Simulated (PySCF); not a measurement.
Start geometry of trans-PdCl2(PF3)2 (`F[P](F)(F)->[Pd]([Cl])([Cl])<-[P](F)(F)F`) from GFN2-xTB (Å):
```
atom  x, y, z in Å
Pd1    0.062   -0.077    0.003
Cl2    2.179    0.513    0.316
P3     0.009    2.183   -0.045
F4     1.062    2.947   -1.079
F5     0.578    2.926    1.223
F6    -1.199    3.147   -0.233
Cl7   -2.167   -0.534   -0.333
P8    -0.023   -2.173   -0.001
F9    -0.956   -2.906    1.144
F10    1.181   -3.138    0.250
F11   -0.628   -2.973   -1.215
```

Q: What comes out of this run: PBE0-D3(BJ)/def2-SVP geometry optimisation, gas phase, def2 core potentials past Kr (PySCF)?

A: 
```
atom  x, y, z in Å
Pd1    0.0063   -0.0084    0.0086
Cl2    2.2594    0.3304    0.3133
P3    -0.1079    2.2364   -0.0963
F4     0.7511    2.9478   -1.1966
F5     0.3464    3.0273    1.1775
F6    -1.4921    2.9263   -0.3562
Cl7   -2.2442   -0.3589   -0.2977
P8     0.1246   -2.2486    0.1033
F9    -0.7382   -2.9751    1.1902
F10    1.5093   -2.9345    0.3672
F11   -0.3165   -3.0280   -1.1824
```

The energy falls by 0.877 eV over 13 energy and gradient evaluations, the largest force component goes from 0.0934 to 4.3e-04 Eh/bohr, and the atoms move by 0.181 Å rms after alignment. The bond that changes most is Pd1–P8 (ends: palladium bonded to 2 Cl and 2 P; phosphorus bonded to 3 F and Pd), which lengthens by 0.147 Å. Bonds longer at the end by more than 0.005 Å: 3 of 10; shorter: 5. Among the angles that change most is Cl2–Pd1–P8, from 107.7° to 95.2°. Rotational constants go from 945.3, 344.7, 282.6 to 865.9, 351.0, 280.3 MHz. The orientation of the end geometry is arbitrary; only internal coordinates are fixed.

The run used 187 basis functions and 102 SCF cycles in all. Time: 3.5 min; peak memory 1.1 GiB. Hardware: one thread, Intel Xeon 6975P-C (x86_64), no GPU, shared host.

Not checked by PBE0-D3(BJ)/def2-SVP frequencies.
